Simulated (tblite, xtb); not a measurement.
H2Ge, triplet, geometry from GFN2-xTB (the spin is typed, not shown lowest). Base run: GFN1-xTB (xtb).

The xtb input:
```
$ xtb mol.xyz --gfn 1 --uhf 2 --json

# file mol.xyz
3

Ge     0.00156420     0.00038405     0.05289050
H     -0.06808960    -1.28693347    -0.83567441
H      0.01803519     1.27464401    -0.85682148
```

Programs used: tblite, xtb; a row that names a program was run with it.

Each row names what was changed in the base input (with any setting that the change needs).

```
change                                                     ΔE vs base (kcal/mol)  dipole (D)  G_solv (kcal/mol)  SCF cycles
---------------------------------------------------------  ---------------------  ----------  -----------------  ----------
base                                                                       0.000        0.20                  -           8
program = tblite; method = gfn1                                            0.000           -                  -           -
program = tblite; method = gfn1; option = (--etemp, 2000)                 -0.032           -                  -           -
file = coord                                                               0.000        0.20                  -           8
gbsa = acetonitrile                                                        -0.72        0.16              -0.74           8
alpb = thf                                                                 -2.58        0.15              -2.60           8
program = tblite; method = gfn1; option = --grad                           0.000           -                  -           -
program = tblite; method = gfn1; option = (--guess, eeq)                   0.000           -                  -           -
```

ALPB and GBSA are two models with their own fitted parameters for each solvent, which aren't always the measured dielectric constant.
